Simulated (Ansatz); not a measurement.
`C[BH][GeH3]` + `C[NH][InH2]` → `C[N]([GeH3])[InH2]` + `BC` at 600 K and 1 bar (cleavage of the Ge–B bond).

Gas-phase electronic energies from Ansatz, PBE0-D4/def2-TZVP geometries. CCSD(T)/CBS is the MP2 limit (def2-TZVPP, def2-QZVPP) plus CCSD(T) − MP2 in def2-TZVPP, frozen cores. This one scheme is used for every species. Elements past krypton have def2 core potentials. For Ge, In outer-core shells are correlated without core-valence functions, which leaves a few kJ/mol of doubt a bond. Scalar relativity is left out up to krypton.

| species | CCSD(T)/CBS energy (Eh) | H − E (kJ/mol) | S (J/(mol·K)) |
| --- | --- | --- | --- |
| `C[BH][GeH3]` | -2143.14307 | 241.6 | 409.9 |
| `C[NH][InH2]` | -286.14916 | 222.1 | 392.4 |
| `C[N]([GeH3])[InH2]` | -2363.46641 | 277.7 | 488.4 |
| `BC` | -65.83255 | 180.5 | 296.9 |

H − E and S are ideal-gas, rigid-rotor, harmonic terms from PBE0-D4/def2-TZVP, for one conformer and one mirror image of each species. 1 Eh = 2625.50 kJ/mol, R = 8.31446 J/(mol·K).

**Question.** By hand: ΔE, ΔH, ΔS and ΔG.

**Answer.** ΔE = (-2363.46641) + (-65.83255) − (-2143.14307) − (-286.14916) = -0.00673 Eh = -17.7 kJ/mol. Δ(H − E) = 277.7 + 180.5 − 241.6 − 222.1 = -5.5, so ΔH = -23.2 kJ/mol. ΔS = 488.4 + 296.9 − 409.9 − 392.4 = -17.0 J/(mol·K). ΔG = -23.2 − 600 × (-17.0)/1000 = -13.0 kJ/mol.

**Question.** By hand: the equilibrium constant, and the temperature at which ΔG would vanish if ΔH and ΔS stayed fixed.

**Answer.** log₁₀ K = −ΔG/(RT ln 10) = 1.1. ΔG = 0 at ΔH/ΔS = 1365 K, though so small a ΔS makes that figure unsure.

TΔS isn't small against ΔH here. A doubt of 5 kJ/mol in ΔE shifts log₁₀ K by 0.4 here. Other conformers and mirror images would add mixing entropy, several J/(mol·K) or more a flexible species. Modes under 60 cm⁻¹, often nearly free rotors, make the harmonic entropy too high. These are equilibria of isolated gas molecules and say nothing of rates. Largest T1 diagnostic: 0.016 (customary marks: 0.02 for closed shells, 0.045 for open ones).
